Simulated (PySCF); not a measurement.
Compound: SnHMe2(SiH3), C₂H₁₀SiSn.
Bonds: Sn1–C3, Sn1–C7, Sn1–Si11. Hydrogens: H2 on Sn1; H4, H5, H6 on C3; H8, H9, H10 on C7; H12, H13, H14 on Si11.

Computed by this run: PBE0-D3(BJ)/def2-SVP geometry optimisation, gas phase, def2 core potentials past Kr (PySCF 2.14.0); density fitting, grid level 1; the optimiser is geomeTRIC in internal coordinates, started from a GFN2-xTB structure with every atom displaced at random (about 0.03 Å).

Step 0: E = -15935.5410 eV
```
atom  x, y, z in Å  |  force x, y, z in eV/Å
Sn1     0.0787   -0.0386    0.5458   -1.154   2.023  -0.169
H2      0.0617    0.1163    2.2297    0.053  -0.150   0.500
C3      2.0500    0.1537   -0.1239    2.704   1.191   0.651
H4      2.6822    1.0536    0.2985   -1.616  -1.239  -0.647
H5      2.1651    0.1906   -1.2112   -0.188   0.005  -0.227
H6      2.6607   -0.6902    0.2271   -0.088  -0.330  -0.092
C7     -0.8995    1.9042   -0.0902    0.781  -1.590   2.135
H8     -1.9009    1.9874    0.2574   -1.349  -0.210   0.638
H9     -0.9546    1.9963   -1.1147    0.143   0.161  -2.925
H10    -0.3885    2.7548    0.3234    0.777   0.532   0.334
Si11   -1.2100   -2.0799   -0.1926   -0.020   0.341  -0.802
H12    -0.5449   -3.2414    0.4022    0.112  -0.586   0.144
H13    -1.1834   -2.1476   -1.7012    0.066  -0.130   0.244
H14    -2.6360   -2.0029    0.1929   -0.219  -0.018   0.217
```

Step 1: E = -15935.9929 eV
```
atom  x, y, z in Å  |  force x, y, z in eV/Å
Sn1     0.0549    0.0502    0.5615    0.283  -0.012   0.338
H2      0.0440    0.1647    2.2956    0.060  -0.157  -0.142
C3      2.0990    0.1843   -0.1280    0.484  -0.396   0.048
H4      2.6168    1.0645    0.2760   -0.226   0.217   0.103
H5      2.1829    0.2323   -1.2239   -0.194  -0.029  -0.011
H6      2.6987   -0.6793    0.2103   -0.187  -0.022  -0.071
C7     -0.8856    1.8430   -0.0757   -0.439   0.351  -0.139
H8     -1.9234    1.8899    0.2943    0.095   0.009  -0.058
H9     -0.9016    1.9108   -1.1738    0.028   0.077   0.048
H10    -0.3320    2.6965    0.3448   -0.006  -0.002  -0.100
Si11   -1.2276   -2.0412   -0.2111    0.152   0.083  -0.031
H12    -0.5889   -3.2583    0.3806   -0.089  -0.041  -0.043
H13    -1.1930   -2.1373   -1.7032    0.031  -0.055  -0.016
H14    -2.6637   -1.9640    0.1959    0.006  -0.024   0.073
```

Task: Estimate the geometry and energy of step 2. (The exact step hangs on the optimiser's Hessian estimate; all steps are aligned on step 1, rigid shifts and turns removed.)

Result: E = -15936.0360 eV, largest force 0.370 eV/Å
```
atom  x, y, z in Å  |  force x, y, z in eV/Å
Sn1     0.0677    0.0602    0.5762   -0.125   0.349   0.004
H2      0.0816    0.1233    2.3030    0.009  -0.063  -0.040
C3      2.1069    0.1505   -0.1165    0.134  -0.270  -0.106
H4      2.5922    1.0423    0.2932    0.023   0.176   0.082
H5      2.1523    0.2058   -1.2147   -0.072  -0.006   0.032
H6      2.6865   -0.7286    0.2082   -0.096   0.032  -0.010
C7     -0.9118    1.8901   -0.0870   -0.050  -0.122  -0.074
H8     -1.9509    1.9340    0.2819    0.142  -0.026  -0.046
H9     -0.9228    1.9593   -1.1905    0.026  -0.033   0.218
H10    -0.3572    2.7505    0.3213   -0.030  -0.052  -0.047
Si11   -1.1964   -2.0407   -0.2099    0.055   0.042   0.012
H12    -0.5716   -3.2763    0.3625   -0.044   0.017  -0.022
H13    -1.1666   -2.1403   -1.7017    0.010  -0.020  -0.023
H14    -2.6293   -1.9738    0.2172    0.018  -0.023   0.020
```

The energy changes by -0.0432 eV. The first-order estimate −F·Δx gives -0.0871 eV and the mean of the old and new forces, exact on a quadratic surface, -0.0439 eV. The step makes an angle of 62° with the force vector and moves no atom by more than 0.064 Å.

The cost below is that of the whole optimisation. The run took 2.5 min wall, 2.2 min CPU on Intel Xeon at 2.50 GHz, one thread, shared host with 64 logical CPUs at a one-minute load of 52, and the process peaked at 0.49 GiB of memory.
